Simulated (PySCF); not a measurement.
**BP86 on Au²⁺ (gold, charge +2)**

Configuration: [Xe] 4f14 5d9, 2D determinant. Calculation: PySCF 2.14, in aug-cc-pVDZ-PP with ECP60MDF; scalar relativity through the core potential.

* Total energy: -134.7048 hartree
* One-electron energy: -224.1838 hartree
* Hartree (Coulomb) energy: 101.7975 hartree
* Exchange-correlation energy: -12.3185 hartree
* ⟨S²⟩: 0.7567
* ⟨L²⟩: 6.046
* Sum of ⟨r⟩: 22.12 bohr
* Sum of ⟨r²⟩: 33.70 bohr²
* Traceless quadrupole moment −½Σ⟨3z² − r²⟩ along its main axis: -0.522 e·bohr²

```tsv
shell	electrons	mean orbital energy (eV)	spread (eV)	rms radius, mean of both spins (bohr)
5s α	1	-129.75	0	0.995
5s β	1	-129.12	0	0.995
5p α	3	-81.826	1.431	1.15
5p β	3	-81.111	0.683	1.15
5d α	5	-27.814	1.620	1.63
5d β	4	-27.111	0.868	1.63
```

Energies and moments cover only the electrons outside the core potential. Spin-orbit coupling, absent here, splits the open shell strongly.
